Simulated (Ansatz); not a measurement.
Ansatz (an electronic-structure program) input:

Ansatz 0.2 input:
```yaml
crystal:
  periodic: [false, false, false]
  atoms:
    - {symbol: Si, position_ang: [-0.11497542, -0.00336820, 0.01862758]}
    - {symbol: F, position_ang: [0.50704736, 1.40902244, -0.50096627]}
    - {symbol: F, position_ang: [0.50017936, -1.11519749, -0.99978179]}
    - {symbol: F, position_ang: [0.92019764, -0.25336717, 1.26947638]}
    - {symbol: C, position_ang: [-1.83406551, -0.02821823, 0.16804886]}
    - {symbol: H, position_ang: [-2.36394438, 0.82321874, 0.58344988]}
    - {symbol: H, position_ang: [-2.36882582, -0.97087466, 0.22891593]}
basis:
  gaussian:
    orbitals: def2-TZVPD
hamiltonian:
  xc: {name: B2GP-PLYP}
total_charge: -1
magnetization: {spin_polarized: false}
correlation: {electrons: outside_noble_gas}
```

Q: What final total energy does it print?

A: -628.32113 Eh (B2GP-PLYP/def2-TZVPD). The basis has 218 functions.

It need not be the lowest isomer of its formula. Whether it binds its extra electron was not tested at this geometry.
